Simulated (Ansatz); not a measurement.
Basis-set extrapolation for C$_{2}$H$_{7}$O$_{2}$Si (`CO[SiH]OC`) radical (PBE0-D4/def2-TZVP geometry, frozen core, the Gaussian-basis code of Ansatz). Multiplicity 2, UHF reference.

|  | def2-TZVPP | def2-QZVPP |
| --- | --- | --- |
| HF | -518.605603 | -518.626912 |
| MP2 correlation | -0.919100 | -0.987912 |
| CCSD(T) correlation | -0.994922 | not run |

Energies in hartree. Use E(X) = E(∞) + A·exp(−7.88·√X) for Hartree–Fock and E(X) = E(∞) + B·X^(−2.97) for correlation, with X = 3 and 4, and add CCSD(T) minus MP2 of the smaller set to the MP2 limit.

Q: What is the CCSD(T) energy at the basis-set limit?

A: HF limit: -518.626912 + (-0.021309) × 0.13774 = -518.62985. MP2 limit: -0.987912 + (-0.068812) × 0.74074 = -1.03888. Higher-order term: -0.994922 − (-0.919100) = -0.07582. Total: -519.74455 hartree, 378.1 kJ/mol below CCSD(T)/def2-TZVPP.
